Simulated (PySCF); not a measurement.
Precursor series Zn Cl-Br. Isolated molecules, 0 K electronic values unless said otherwise.

The charge on the central atom (meta-Löwdin) from two functionals at the same geometries (r2SCAN-D4/def2-SVP), both in PySCF: PBE-D3(BJ)/def2-TZVP and B3LYP-D3(BJ)/def2-TZVP. B3LYP has the VWN-RPA correlation part, as in Gaussian. 

```tsv
species	PBE-D3(BJ)/def2-TZVP (e)
0 of 2 Cl replaced by Br	1.19
1 of 2 Cl replaced by Br	1.16
2 of 2 Cl replaced by Br ([Zn(Br)2])	1.14
```

Problem. What does B3LYP-D3(BJ)/def2-TZVP give for each?

Solution. 
- 0 of 2 Cl replaced by Br: 1.23
- 1 of 2 Cl replaced by Br: 1.20
- 2 of 2 Cl replaced by Br ([Zn(Br)2]): 1.17
Over these rows, drawn at random from the members with no instability flagged (it was tested for open shells, ions and some series alone), PBE minus B3LYP-D3(BJ): mean -0.04 e, from -0.04 e to -0.04 e.
